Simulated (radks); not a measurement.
Charge is removed step by step from the 4f7/2 level of the thulium ion Tm16+, starting from [Kr] 4d10 4f(5/2: 6, 7/2: 1). All-electron calculation, Dirac Kohn-Sham, PBE, spin-unpolarised, spherical densities, point nucleus. Program: a radial shooting solver on a logarithmic mesh with Libxc functionals.

| removed (e) | E - E(0) (eV) | eigenvalue (eV) | E minus straight line (eV) |
|---|---|---|---|
| 0 | 0.000 | -348.33 | 0.000 |
| 0.25 | 88.205 | -357.32 | -3.411 |
| 0.5 | 178.67 | -366.41 | -4.562 |
| 0.75 | 271.41 | -375.57 | -3.432 |
| 1 | 366.46 | -384.82 | 0.000 |

Removing the whole electron costs 366.46 eV by Delta-SCF, against 348.33 eV from minus the eigenvalue at the starting occupation. Slater's transition state (half an electron removed) gives 366.41 eV. Integrating minus the eigenvalue over the occupation (Janak's theorem) gives 366.46 eV. The mean slope of the eigenvalue, de/dn, is 36.5 eV per electron. Ionisation energy of Tm16+ in the NIST Atomic Spectra Database: 387 eV (theoretical).

Beside tabulated values, note that spin-unpolarised runs miss the spin-polarisation part of the exchange energy of open shells.
